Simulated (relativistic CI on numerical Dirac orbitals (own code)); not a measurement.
# Main line and satellite in the 2p photoemission of Cu2+: a two-state model

Problem. An octahedral Cu2+ site (d9) has Δ = 1.3, V(eg) = 2.35, 10Dq = 0.9, 10Dq(ligand) = 1.5 and a core-hole attraction U_cd = 9.2 eV; the hopping is scaled by 0.8 in the final state. Δ is defined between configuration averages. Find the d count, the distance of the satellite and its intensity.

Working.
1. The hole has eg symmetry. Its energy is −0.6 × 10Dq in d9 and Δ − 0.6 × 10Dq(ligand) in d10L, so the gap is Δ' = 0.94 eV.
2. Ground state cos θ |d9⟩ − sin θ |d10L⟩ with tan 2θ = 2V/Δ', θ = 39.3°: weights 0.598 and 0.402, n_d = 9.402.
3. The core hole pulls d10L down by U_cd: the gap becomes Δ' − U_cd = -8.26 eV, the hopping is V' = 1.88 eV, and tan 2θ' = 2V'/(Δ' − U_cd) gives θ' = 77.8°.
4. The two final states lie W = √[(Δ' − U_cd)² + 4V'²] = 9.08 eV apart. The lower, mostly d10L, is the main line.
5. In the sudden approximation the intensities are cos²(θ' − θ) and sin²(θ' − θ), so satellite/main = tan²(38.4°) = 0.63.

Check. The full cluster calculation (with spin-orbit coupling and 2p-3d multiplets, which spread the d9 satellite) gives n_d = 9.401; in its broadened 2p3/2 spectrum, cut halfway, the centroids lie 9.04 eV apart with an area ratio of 0.64.
